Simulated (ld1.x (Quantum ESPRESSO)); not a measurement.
What one change does to a pseudopotential (S, TM)

ld1.x (Quantum ESPRESSO) 7.5 input, shortened:

```
&input
   title='S', zed=16., rel=1, dft='BP', iswitch=3,
   config='[Ne] 3s2 3p2 3d-2'
 /
 &inputp
   pseudotype=2, tm=.true., lloc=-1, rcloc=0.95,
   nlcc=.false.
 /
3
3S  1  0   2.00   0.00  1.20  1.20  0.0
3P  2  1   2.00   0.00  1.40  1.40  0.0
3D  3  2  -2.00   0.50  1.40  1.40  0.0
 &test
   configts(1)='3s2 3p2'
 /
```

Change: local potential all-electron potential smoothed inside 0.80 bohr (lloc = -1).

Cutoffs: the cutoffs (Ry, on a coarse ladder) from which the occupation-weighted sum of valence levels, in a spherical-Bessel basis at the reference potential, stays within 10 and 1 mRy of its value at 400 Ry; they do not see the model core or the augmentation charge, which bear on the density cutoff. Errors are all-electron minus pseudo energies relative to the spin-unpolarised reference configuration.

Problem. How do hardness, ghosts and transferability respond?

Solution. The potential gets harder (45 Ry and 110 Ry → 55 Ry and 110 Ry); a bound ghost appears in s, which as a rule spoils a file; of the 7 tests that both files solve, the error grows in 0 and shrinks in 6 by more than 15 % and 0.3 meV (median size 64.9 → 10.0 meV); the range in which the s phases agree widens (upper end -1.9 → at the end of the scan). In the separable form a ghost depends on how the local part lies against the semilocal potential of the channel, so the choice of the local part can create or remove one.

| quantity | base | changed |
| --- | --- | --- |
| cutoff, loose | 45 Ry | 55 Ry |
| cutoff, tight | 110 Ry | 110 Ry |
| loose cutoff by channel (10 mRy a level) | s 25 Ry, p 12 Ry | s 21 Ry, p 12 Ry |
| bound ghosts | none | s |
| error for 3s2 3p4, meV [ΔE -34.24 eV] | +65 | +10 |
| error for 3s2 3p3, meV [ΔE -22.38 eV] | +27 | +4.2 |
| error for 3s2 3p1, meV [ΔE 34.15 eV] | +86 | +3.8 |
| error for 3s2 3p0, meV [ΔE 81.07 eV] | +676 | +34 |
| error for 3s2 3p3.5, meV [ΔE -29.53 eV] | +47 | +7.1 |
| error for 3s0 3p6, meV [ΔE -13.48 eV] | +45 | +46 |
| error for 3s2 3p4.3, meV [ΔE -35.97 eV] | +73 | +12 |
| s: phases at 1.54 bohr within 0.05 rad from the reference energy up to (Ry; the scan ends near 5) | -1.9 | to the end of the scan |
| p: phases at 1.54 bohr within 0.05 rad from the reference energy up to (Ry; the scan ends near 5) | 3.0 | 2.6 |
| d: phases at 1.54 bohr within 0.05 rad from the reference energy up to (Ry; the scan ends near 5) | to the end of the scan | to the end of the scan |

 A true bound ghost makes a file unfit for plane-wave use even where its test errors are small: the radial tests pick states by their node count and pass the ghost by.
